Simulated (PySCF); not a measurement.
# Static response to an electric field

Compound: C3H9ClOSi2.
Structure used (GFN2-xTB), in Å, numbered top down from 1:
```
atom  x, y, z in Å
C1    -1.1913    1.4064   -0.8933
C2    -0.3921    0.5914    0.1193
C3     1.0860    0.4552   -0.2948
Si4    1.8032   -1.0678    0.6015
O5     0.3963   -1.9012    0.8046
Si6   -1.0231   -1.1848    0.4454
Cl7   -2.2248   -1.3284    2.0364
H8    -1.2080    0.9097   -1.8614
H9    -2.2189    1.5305   -0.5576
H10   -0.7510    2.3942   -1.0244
H11   -0.4194    1.1347    1.0726
H12    1.1292    0.2878   -1.3743
H13    1.6256    1.3837   -0.1064
H14    2.6427   -1.9308   -0.2167
H15    2.3218   -0.7838    1.9351
H16   -1.5840   -1.8879   -0.6973
```

Level: wB97X-D/def2-SVPD (PySCF), static field, nuclei fixed, core orbitals frozen in the response. The polarisability tensor in these axes (au):

```
x   103.81  -1.55  -3.59
y    -1.55  91.96  -7.28
z    -3.59  -7.28  91.09
```

Question: Diagonalise the tensor; give its mean and Δα, where Δα² is half the sum of the squared differences of the eigenvalues.

Answer: Principal values 83.56, 98.53 and 104.76 au; mean 95.62 au = 14.17 Å³ = 15.77 × 10⁻⁴⁰ C²·m²/J; Δα = 18.87 au (20 % of the mean).

Question: What is the dipole moment, and where does it point?

Answer: (0.98, 1.85, -1.45) D, 2.55 D in size, pointing from the negative to the positive side. Measured along this direction, the outermost atoms are Cl7 at the negative end and H10 at the positive end.

Question: In TDDFT the mean static polarisability is Σ f/ω² over all singlet excitations (ω in hartree). How much of it do the 8 lowest give? Their energies (eV) and oscillator strengths: 7.40, 0.0165; 7.61, 0.0251; 7.76, 0.0060; 7.89, 0.0131; 8.10, 0.0039; 8.20, 0.0270; 8.47, 0.0262; 8.60, 0.0464.

Answer: They add up to 1.85 au, 1.9 % of the 95.62 au; the largest single term is 0.46 au, from the state at 8.60 eV. Terms in order: 0.22, 0.32, 0.07, 0.16, 0.04, 0.30, 0.27, 0.46 au. Higher excitations give the rest. The strengths listed sum to 0.164.

Question: Orientational against electronic polarisability at 298 K (dilute gas, rigid molecules)?

Answer: In Gaussian units μ²/3kT = 52.52 Å³ against 14.17 Å³, a ratio of 3.71; the Debye molar polarisation (4π/3)N_A(α + μ²/3kT) is 168.2 cm³/mol, leaving out the vibrational part.

Question: Give the eigenvalues of the traceless quadrupole moment Θ = ½Σq(3rr − r²1), origin at the centre of nuclear charge.

Answer: -1.86, -0.83, 2.69 D·Å. The values depend on the origin, since the dipole doesn't vanish. The electronic extent ⟨r²⟩ about the same centre is 1398 bohr², a root-mean-square distance of 2.21 Å for the 80 electrons.

Question: Refractivity n − 1 of an ideal gas of it at 273.15 K and 1 atm, from the electronic α?

Answer: N = p/kT = 2.6868 × 10¹⁹ cm⁻³, so n − 1 = 2π × N × 14.17 × 10⁻²⁴ cm³ = 2392 × 10⁻⁶ at long wavelengths, for an ideal gas.

Question: Find the Langevin capture rate constant for NO+ (29.998 u) meeting this molecule (151.988 u), k = 2.342 × 10⁻⁹ cm³/s × √(α in Å³ / reduced mass in u).

Answer: The reduced mass is 25.05 u, so k = 1.76 × 10⁻⁹ cm³/s. The formula leaves out the permanent dipole, which adds to the capture rate.

One conformer (not necessarily the lowest) at the GFN2-xTB geometry, without solvent, vibrations or thermal averaging.
